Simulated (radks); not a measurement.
The numbers below are computed, except where a source is named.
Species: Ti. Configuration: [Ar] 3d2 4s2 (the NIST ground configuration). Level of theory: non-relativistic Kohn-Sham, PBEsol, spin-polarised, spherical densities, point nucleus; open shells are filled with parallel spins first; hard spherical wall at 3.5 bohr (a radial shooting solver on a logarithmic mesh with Libxc functionals). Some entries of the table are withheld. Estimate them.

| orbital | occ. | eigenvalue (eV) | <1/r> (bohr^-1) |
|---|---|---|---|
| 1s down | 1 | -4817.896 | 21.51 |
| 1s up | 1 | -4817.888 | 21.51 |
| 2s up | 1 | -518.1033 | 4.485 |
| 2s down | 1 | -517.4980 | 4.489 |
| 2p up | 3 | -430.8686 | 4.424 |
| 2p down | 3 | -430.4056 | 4.427 |
| 3s up | 1 | -51.8315 | 1.368 |
| 3s down | 1 | -50.0088 | 1.366 |
| 3p up | 3 | -29.1468 | 1.239 |
| 3p down | 3 | -27.3529 | 1.236 |
| 3d up | 2 | 5.2108 | 0.9313 |
| 3d down | 0 | 6.8696 | 0.9225 |
| 4s up | 1 | 12.5114 | 0.6464 |
| 4s down | 1 | 13.5080 | 0.6424 |
| 4p up | 0 | 20.7906 | 0.6659 |
| 4p down | 0 | 21.7475 | 0.6636 |
| 4d up | 0 | 36.5229 | 0.7559 |
| 4d down | 0 | 37.5642 | 0.7610 |
| 5s up | 0 | 72.8602 | (1) |
| 5s down | 0 | 74.0032 | (2) |

Answer. 
(1) 5s up <1/r> (bohr^-1): 0.7837
(2) 5s down <1/r> (bohr^-1): 0.7845
